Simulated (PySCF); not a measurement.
Ga2: one state, many levels of theory

State: ³Πu (triplet), unpaired electrons σ ↑, π ↑. Set-up: PySCF, no relativity, basis sets Ga def2-TZVPP. De refers to Ga + Ga in their high-spin ground configurations, without counterpoise correction. The functionals are run spin-unrestricted.

```
      Level  Re (Å)  ωe (cm⁻¹)  De (eV)
        UHF   2.753        168     0.74
    UHF-MP2   2.636        191     1.40
UHF-SCS-MP2   2.646        191     1.23
   UHF-CCSD   2.666        183     1.28
UHF-CCSD(T)   2.661        183     1.38
        LDA   2.647        169     1.93
        PBE   2.727        157     1.59
       TPSS   2.699        162     1.55
     r²SCAN   2.686        165     1.63
      M06-L   2.723        159     1.54
      TPSSh   2.690        166     1.51
       PBE0   2.697        168     1.49
      HSE06   2.701        166     1.51
```

The bond length runs from 2.636 Å (UHF-MP2) to 2.753 Å (UHF). De spans 0.74 eV (UHF, mean field) to 1.93 eV (LDA, local density). Correlation at CCSD(T) changes the Hartree–Fock bond energy by +0.64 eV; the triples alone change it by +0.10 eV.

Correlated steps freeze 18 core orbitals. Spin–orbit coupling is left out. The state was picked by a PBE0 search and need not be the measured ground state.
